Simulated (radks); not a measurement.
Results of a calculation; reference values are marked as such.
Question: Ionisation of neutral helium, [He], to He+, 1s1, under several functionals. Scalar-relativistic Kohn-Sham, spin-polarised, spherical densities, point nucleus; open shells are filled with parallel spins first; a radial shooting solver on a logarithmic mesh with Libxc functionals. Known Delta-SCF values: XLYP 24.900 eV. What does revPBE give, and what is its highest occupied eigenvalue?

Answer: 24.629 eV by Delta-SCF; the 1s eigenvalue is -15.794 eV. NIST: 24.587 eV (measured).
